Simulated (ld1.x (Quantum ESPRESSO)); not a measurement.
Before and after: TM potential for tellurium

| Quantity | Value |
| --- | --- |
| Element | tellurium |
| Generator | ld1.x (Quantum ESPRESSO) 7.5 |
| Type | norm-conserving Troullier–Martins (Kleinman–Bylander form) |
| Functional | PBE |
| Relativity | scalar-relativistic |
| Frozen core | [Kr] |
| Valence charge | 16 |
| Reference configuration | 4d10 5s2 5p4 |
| Partial waves | 5s (bound): rc 1.85 bohr; 4d (bound): rc 1.30 bohr; 5p (bound): rc 2.15 bohr |
| Local potential | the p channel |
| Core correction | Bessel-smoothed model core inside 1.15 bohr |

Change: local potential the s channel.

Cutoffs: the cutoffs (Ry, on a coarse ladder) from which the occupation-weighted sum of valence levels, in a spherical-Bessel basis at the reference potential, stays within 10 and 1 mRy of its value at 400 Ry; they do not see the model core or the augmentation charge, which bear on the density cutoff. Errors are all-electron minus pseudo energies relative to the spin-unpolarised reference configuration.

Predict the effect on cutoff, ghosts and configuration errors.

The potential gets neither clearly harder nor softer (110 Ry and 180 Ry → 110 Ry and 180 Ry); the d channel sets the loose cutoff, while the largest relative change is in s, which becomes harder; of the 7 tests that both files solve, the error grows in 2 and shrinks in 3 by more than 15 % and 0.3 meV (median size 3.2 → 0.9 meV); the range in which the s phases agree widens (upper end 1.7 → 3.0); neither file shows a bound ghost.

| quantity | base | changed |
| --- | --- | --- |
| cutoff, loose | 110 Ry | 110 Ry |
| cutoff, tight | 180 Ry | 180 Ry |
| loose cutoff by channel (10 mRy a level) | s 18 Ry, d 90 Ry, p 12 Ry | p 12 Ry, d 90 Ry, s 21 Ry |
| bound ghosts | none | none |
| error for 4d10 5s2 5p3, meV [ΔE 9.73 eV] | -0.3 | -0.9 |
| error for 4d10 5s2 5p2, meV [ΔE 27.65 eV] | +3.2 | -0.3 |
| error for 4d10 5s2 5p1, meV [ΔE 54.55 eV] | +11 | +0.4 |
| error for 4d10 5s2 5p0, meV [ΔE 91.03 eV] | +17 | -6.9 |
| error for 4d10 5s1 5p4, meV [ΔE 19.57 eV] | +0.2 | -1.1 |
| error for 4d9 5s2 5p4, meV [ΔE 49.25 eV] | -437 | -458 |
| error for 4d10 5s2 5p3.5, meV [ΔE 3.90 eV] | -0.5 | -0.7 |
| s: phases at 2.35 bohr within 0.05 rad from the reference energy up to (Ry; the scan ends near 5) | 1.7 | 3.0 |
| p: phases at 2.35 bohr within 0.05 rad from the reference energy up to (Ry; the scan ends near 5) | 3.9 | 4.4 |
| d: phases at 2.35 bohr within 0.05 rad from the reference energy up to (Ry; the scan ends near 5) | -0.3 | -0.1 |
